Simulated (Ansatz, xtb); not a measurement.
Stretching the B1–H3 bond in BFHI (SMILES FBI) (multiplicity 1 held, fragments rigid). Energies count from the point at 1.186 Å.
Geometry at that point (charge 0, multiplicity 1):
| atom | x (Å) | y (Å) | z (Å) |
|---|---|---|---|
| B | -0.2447 | -1.3335 | 0.8064 |
| F | 0.7923 | -1.7438 | 1.4967 |
| H | -1.2601 | -1.9458 | 0.8179 |
| I | -0.0877 | 0.4586 | -0.3457 |

Restricted levels (R-, RO-) in cc, def2 and unpolarised 6-31G sets keep to the state of the molecule at rest. U- levels take the lowest unrestricted solution at each point, which mixes spins at long bonds. Active spaces are followed from a long bond inwards. Curves can end on different states.

Cores are frozen in the correlated methods. Filled d and f shells under p-block atoms count as core.

Codes used: Ansatz (a first-principles code) with Gaussian orbitals; xtb for the GFN methods. Values without a source in brackets are computed. In def2 rows elements past Kr take small-core potentials, without spin–orbit coupling. The GFN methods have no spin term and hold the electronic entropy of 300 K.

Energies in eV.

| R (Å) | GFN2-xTB | U-HF/def2-SVP | R-MP2/def2-SVP | FIC-MRCISD+Q on CASSCF(2,2)/def2-SVP |
|---|---|---|---|---|
| 0.949 | 1.03 | 1.19 | 1.23 | 1.23 |
| 1.067 | 0.15 | 0.25 | 0.27 | 0.27 |
| 1.186 | 0.00 | 0.00 | 0.00 | 0.00 |
| 1.304 | 0.17 | 0.15 | 0.12 | 0.11 |
| 1.423 | 0.48 | 0.52 | 0.46 | 0.44 |
| 1.601 | 1.05 | 1.27 | 1.15 | 1.10 |
| 1.779 | 1.69 | 2.09 | 1.91 | 1.80 |
| 2.075 | 2.71 | 3.13 | 3.08 | 2.83 |
| 2.372 | 3.59 | 3.55 | 4.05 | 3.58 |
| 2.727 | ___ | 3.73 | 4.92 | 4.12 |
| 3.202 | 5.09 | 3.80 | 5.64 | 4.44 |
| 3.794 | ___ | 3.82 | 5.96 | 4.55 |

Problem. Fill in the missing entries.

Solution. 
- 2.727, GFN2-xTB: 4.41
- 3.794, GFN2-xTB: 5.49

Doubts at one or more of the structures used: a spin-contaminated determinant (U-HF/def2-SVP); a restricted determinant that unrestricted orbitals would lower (R-MP2/def2-SVP).
